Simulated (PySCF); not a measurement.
Relaxation of doublet SnF₃

All numbers come from PySCF, UPBE0, basis Sn def2-TZVP with ECP28, F def2-TZVP (scalar-relativistic core potentials, no spin–orbit coupling, density fitting). A (50,194) grid was used.

A start displaced from a saddle point along its imaginary mode, of Cs symmetry, held to at least that symmetry:

```xyz
4
charge 0 multiplicity 2, angstrom
Sn    0.0000    0.0461   -0.1183
F     0.0000   -0.0507    1.7885
F     1.9193   -0.1200   -0.5210
F    -1.9193   -0.1200   -0.5210
```

What forces act on the atoms at the start (eV/Å)?


| atom | Fx | Fy | Fz |
| --- | --- | --- | --- |
| Sn1 | 0.00 | 0.56 | 0.03 |
| F2 | 0.00 | -0.10 | -0.09 |
| F3 | -0.26 | -0.23 | 0.03 |
| F4 | 0.26 | -0.23 | 0.03 |

What does it relax to?

It ends at C3v with Sn–F 1.908 Å (×3); F–Sn–F 105.8° (×3) (after a last refinement on a finer grid). A frequency run shows a minimum. Other isomers or separated fragments may lie lower.

How much energy is released, and in how many steps?

63.6 kJ/mol in 8 steps.

Spin–orbit coupling, left out here, can matter for elements this heavy.

The relaxation took 30 s on 4 threads of a shared Arm Neoverse V2 host, with 143 basis functions and 9 gradients; the process peaked at 1.5 GiB. Launch command: `OMP_NUM_THREADS=4 python axn.py task.json out`.
